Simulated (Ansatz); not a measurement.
Reaction (redistribution): `C=N[SiH2][TeH]` + `CB(N)F` → `C=N[SiH2]F` + `CB(N)[TeH]`

Program: Ansatz. Geometries: PBE0-D4/def2-TZVP. ΔE: electronic, gas phase. CCSD(T)/CBS is the MP2 limit (def2-TZVPP, def2-QZVPP) plus CCSD(T) − MP2 in def2-TZVPP, frozen cores. Functionals use def2-TZVPP. Elements past krypton have def2 core potentials. For Te outer-core shells are correlated without core-valence functions, which leaves a few kJ/mol of doubt a bond. One conformer a species, not always the lowest.

`C=N[SiH2][TeH]`:

```xyz
9

C     0.262   -1.683    0.233
N    -0.672   -0.901    0.542
Si   -0.852    0.755    0.052
Te    0.952    1.663   -1.434
H     1.110   -1.398   -0.409
H     0.261   -2.713    0.607
H    -2.104    0.857   -0.734
H    -0.930    1.569    1.287
H     1.975    1.851   -0.143
```

`CB(N)F`:

```xyz
9

C     0.034   -0.591   -1.035
B     0.347   -0.082    0.413
N    -0.375    0.914    1.075
F     1.380   -0.631    1.081
H     0.904   -0.444   -1.682
H    -0.822   -0.097   -1.499
H    -0.160   -1.668   -1.023
H    -0.146    1.217    2.006
H    -1.161    1.383    0.664
```

`C=N[SiH2]F`:

```xyz
8

C     1.455    0.337   -0.345
N     0.259    0.718   -0.285
Si   -1.137   -0.138    0.227
F    -0.828   -1.642    0.690
H     1.796   -0.668   -0.057
H     2.235    1.020   -0.701
H    -1.707    0.579    1.388
H    -2.072   -0.205   -0.916
```

`CB(N)[TeH]`:

Z-matrix (Å, degrees):
```
C
B 1 1.570
H 1 1.094 2 111.3
H 1 1.094 2 112.4 3 120.9
H 1 1.094 2 111.2 3 -118.3
N 2 1.391 1 122.2 3 -121.2
Te 2 2.186 1 117.5 3 58.8
H 6 1.005 2 124.4 1 -180.0
H 6 1.007 2 121.7 1 -0.0
H 7 1.659 2 94.9 1 180.0
```

CCSD(T)/CBS gives +0.10 eV.

**Question.** Another level gave +0.24 eV. Which?
A. B2PLYP/def2-TZVPP
B. SCS-MP2/def2-TZVPP
C. PBE0-D4/def2-TZVPP
D. r2SCAN/def2-TZVPP

**Answer.** C. PBE0-D4 0.24, B2PLYP 0.14, SCS-MP2/def2-TZVPP 0.07, r2SCAN 0.19 eV.

Largest T1 diagnostic among the species: 0.013.

In def2-TZVPP, CCSD(T) changes the Hartree–Fock value by −0.04 eV (the triples alone add +0.00 eV) and MP2 by −0.07 eV.
